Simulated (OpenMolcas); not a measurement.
Tc4+ (d3) in a complex was computed by CASSCF with the d shell active (OpenMolcas, ANO-RCC-VDZP on the metal). Its lowest spin-free states, and all those of the highest spin:

```csv
2S+1,Degeneracy,E (cm-1)
4,1,0.0
2,2,14056
2,3,14729
2,3,21750
4,3,22209
4,3,28937
2,1,33039
2,3,33643
2,3,35096
2,2,36889
2,3,38618
2,3,43600
4,3,48026
```

Q: Is the site octahedral, tetrahedral or cube-like, axial, or of lower symmetry?

A: The states with 2S+1 = 4 have orbital degeneracies 1, 3, 3, 3. Threefold states need a cubic site. For d3 at this spin an octahedron puts the single A2 below the threefold T2 and a tetrahedron or cube puts the threefold T1 below the threefold T2, so the site is octahedral. The first gap at this spin, 22200 cm-1, is |10Dq| in ligand-field theory. The run had Tc4+ with 6 ligands (chloride) in octahedral coordination (Oh) at 2.41 Å. A charge of +0.333 e stands 2.6 Å behind each ligand. Ligand basis ANO-RCC-VDZP.

Without dynamic correlation the repulsion within the d shell is too large (B by tens of per cent), so at a given field states of lower spin stand too high. The least metal-like active orbital is 69 % on the metal (Löwdin) and no ligand orbital is active, so the numbers are rough. With metal d orbitals alone the field can be off either way by tens of per cent. Ligand-to-metal charge-transfer states are missing. With no ligand orbital active B as a rule stays too high, so bands that hang on it stand too high and its fall with covalency is understated. No measured value stands beside these numbers; the geometry was imposed, not optimised, and the real ion may take another.
